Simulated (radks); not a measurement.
Coulomb parameter of the 3d shell of the nickel ion Ni+ in the model configuration [Ar] 3d8 4p1, as a second difference U = [E(n + 0.25) + E(n - 0.25) - 2 E(n)] / (0.25)^2 with all orbitals relaxed. "Bare": the charge of the atom changes with n. "Screened": the 4p shell takes up the change at fixed total charge, which measures U(3d,3d) + U(4p,4p) - 2 U(3d,4p). Method: scalar-relativistic Kohn-Sham, r2SCAN, spin-unpolarised, spherical densities, finite nucleus; meta-GGA in the generalised Kohn-Sham scheme; Fermi nuclear charge, rms radius 3.7757 fm; computed with a radial shooting solver on a logarithmic mesh with Libxc functionals.

case	configuration	E - E(n) (eV)
start	[Ar] 3d8 4p1	0.000
bare +0.25	[Ar] 3d8.25 4p1	-4.472
bare -0.25	[Ar] 3d7.75 4p1	5.422
screened +0.25	[Ar] 3d8.25 4p0.75	-2.740
screened -0.25	[Ar] 3d7.75 4p1.25	3.070

U(bare) = 15.198 eV, U(screened by 4p) = 5.273 eV, against the Slater integral F0(3d,3d) = 26.059 eV with frozen orbitals.
